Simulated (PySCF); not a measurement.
An unknown shows these calculated signals:

$^{1}$H NMR (400 MHz, computed): δ 5.95 (m, 1H), 5.46 (m, 1H), 5.32 (m, 1H), 2.68 (m, 1H), 2.54 (m, 1H), 2.38 (m, 1H), 2.25 (m, 1H), 2.02 (m, 1H), 1.88 (m, 1H), 1.51 (m, 1H), 1.41 (m, 1H).

$^{13}$C{$^{1}$H} NMR (computed): δ 151.9 (CH), 120.6 (CH2), 71.0 (C), 49.5 (CH), 49.2 (CH), 38.2 (CH2), 35.0 (CH2), 25.9 (CH2).

Computational details: NMR shieldings at PBE0/pcSseg-1/GIAO, geometry: PBE0-D3(BJ)/def2-SVP, in PySCF (single conformer, in vacuum, non-relativistic Hamiltonian).

Referencing at the same level of theory: TMS for $^{1}$H (31.27 ppm), $^{13}$C (184.41 ppm).

Q: Which of these does the molecule contain: a three-membered ring, a non-aromatic C=C double bond, a vinyl group CH=CH2, a tert-butyl group, an NH or NH2 group, an OH group?

A: 
- A three-membered ring: yes.
- A non-aromatic C=C double bond: yes.
- A vinyl group CH=CH2: yes (δC 120.6, 151.9; δH 5.46 (m), 5.32 (m), 5.95 (m)).
- A tert-butyl group: no.
- An NH or NH2 group: no.
- An OH group: no.

The data belong to `C=C[C@@]1(Cl)CC[C@@H]2O[C@@H]2C1`, C$_{8}$H$_{11}$ClO; they needn't prove each group on their own.

Carbon signals by region: 2 in the sp2 and nitrile region (100–160 ppm), 1 at 50–100 ppm, 5 below 50 ppm.

Carbons that carry Cl, above all several Cl atoms, come out too deshielded, partly because spin–orbit coupling is missing. Shifts are as computed. Against solution values, carbons near 30 ppm lie about +2 ppm off and those near 130 ppm about +5 ppm; carbons on Cl a further +5 ppm. Of 1211 compounds with measured shifts, 218 miss one by over three times the rms of a fit or turn the order of signals round; such compounds aren't used in these exercises. No couplings were computed; multiplicities are counted from neighbouring protons, with m where these are inequivalent, close in shift, in a saturated or five-membered ring or joined by F or P, and br s for small geminal =CH2 splittings.
